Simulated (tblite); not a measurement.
C7H15NS.
Atom-mapped SMILES: `[CH3:1][N:2]([CH3:3])[C:4](=[S:5])[C:6]([CH3:7])([CH3:8])[CH3:9]` (hydrogens: H10, H11, H12 on C1; H13, H14, H15 on C3; H16, H17, H18 on C7; H19, H20, H21 on C8; H22, H23, H24 on C9)

Computed geometry: GFN2-xTB, gas phase.

**Question.** Give the optimised bond lengths and angles.

**Answer.** 
```
                   bond  length (pm)
                  C1–N2        144.4
                  N2–C3        144.7
                  N2–C4        134.4
                  C4=S5        165.5
                  C4–C6        152.7
    C6–C7, C6–C8, C6–C9        153.7
                 C1–H10        109.4
         C1–H11, C1–H12        108.8
 C3–H13, C3–H14, C3–H15        109.0
C7–H16 and 8 like bonds        108.7
```

Bonds in one row agree within 1 pm and their mean is given. A selection of angles:
```
     angle  degrees
 N2–C1–H10    111.0
 N2–C1–H12    108.4
H10–C1–H11    109.2
H10–C1–H12    108.3
  C1–N2–C3    112.7
  C1–N2–C4    127.6
  C3–N2–C4    119.4
 N2–C3–H13    111.1
 N2–C3–H14    109.7
H13–C3–H14    107.9
H13–C3–H15    109.5
  N2–C4–S5    118.5
  N2–C4–C6    122.2
  S5–C4–C6    119.4
  C4–C6–C7    109.5
  C4–C6–C8    112.3
  C7–C6–C8    111.6
  C7–C6–C9    107.2
 C6–C7–H16    109.5
 C6–C7–H17    112.9
H16–C7–H17    108.2
H16–C7–H18    108.5
 C6–C9–H24    111.0
```

Dihedral angles: C1–N2–C4–S5 -164° (antiperiplanar); N2–C4–C6–C7 -83° (synclinal). The mirror-image conformer, all signs reversed, is as good.

N2 (nitrogen bound to a thiocarbonyl carbon) is planar (angles 127.6°, 119.4° and 112.7°, sum 359.7°, 0.04 Å off the plane of its three neighbours). Of the pairs four or more bonds apart, S5···H14 is among the closest relative to their van der Waals radii: 2.46 Å, 82 % of the sum of Bondi's values. The C–N distances run from 1.344 Å (N2–C4, drawn single) to 1.447 Å (N2–C3, drawn single), a spread of 0.103 Å.

Point group: C1 (no symmetry element, even within 0.4 Å). Its GFN2-xTB frequencies are all real (lowest 47 cm⁻¹). One conformer, not necessarily the lowest.

Hardware: one thread, Arm Neoverse V1 (aarch64), shared host with 32 logical CPUs at a one-minute load of 10. Cost: 0.7 s of wall time. That covers the optimisation of the geometry.
